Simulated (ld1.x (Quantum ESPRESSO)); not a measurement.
## rubidium (Rb): one change to a TM potential, before and after

```json
{
 "Element": "rubidium (Rb)",
 "Generator": "ld1.x (Quantum ESPRESSO) 7.5",
 "Type": "norm-conserving Troullier–Martins (Kleinman–Bylander form)",
 "Functional": "PBE",
 "Relativity": "scalar-relativistic",
 "Frozen core": "[Ar] 3d10 4s2",
 "Valence charge": "7",
 "Reference configuration": "4p6 4d1 5s0 5p0",
 "Partial waves": "5s (bound, empty): rc 3.25 bohr; 4p (bound): rc 2.25 bohr; 4d (bound): rc 4.20 bohr",
 "Local potential": "all-electron potential smoothed inside 2.20 bohr (lloc = -2)",
 "Core correction": "a·sin(br)/r model core inside 1.70 bohr"
}
```

Change: all radii but the core radius scaled by about 0.92 (s 2.98, p 2.06, d 3.84 bohr); local potential all-electron potential smoothed inside 2.02 bohr (lloc = -2).

Cutoffs: the cutoffs (Ry, on a coarse ladder) from which the occupation-weighted sum of valence levels, in a spherical-Bessel basis at the reference potential, stays within 10 and 1 mRy of its value at 400 Ry; they do not see the model core or the augmentation charge, which bear on the density cutoff. Errors are all-electron minus pseudo energies relative to the spin-unpolarised reference configuration.

Problem. How do hardness, ghosts and transferability respond?

Solution. The potential gets harder (15 Ry and 30 Ry → 25 Ry and 35 Ry); both files keep a bound ghost (s); the number of tests that count goes from 5 to 6; of the 5 tests that both files solve, the error grows in 1 and shrinks in 2 by more than 15 % and 0.3 meV (median size 1.8 → 0.8 meV). A smaller radius makes the pseudo-wave follow the all-electron one further in, where it bends more sharply, so more plane waves are needed.

```tsv
quantity	base	changed
cutoff, loose	15 Ry	25 Ry
cutoff, tight	30 Ry	35 Ry
bound ghosts	s	s
tests counted (converged, no solver errors)	5 of 6	6 of 6
error for 4p6 4d0 5s1 5p0, meV [ΔE -2.24 eV]	-2.2	-0.8
error for 4p6 4d0 5s0 5p0, meV [ΔE 1.91 eV]	+1.8	+0.8
error for 4p6 4d0 5s0.5 5p0, meV [ΔE -0.66 eV]	+0.2	+0.2
error for 4p6 4d0.5 5s0.5 5p0, meV [ΔE -1.12 eV]	-0.2	0.0
error for 4p6 4d0 5s0 5p1, meV [ΔE -0.72 eV]	+2.3	+3.4
```

Base: Tests not counted: 4p5 4d0 5s1 5p0 (solver errors, printed error -2.6 eV). A true bound ghost makes a file unfit for plane-wave use even where its test errors are small: the radial tests pick states by their node count and pass the ghost by. Where a test does run into it, the solver fails or the error is huge.
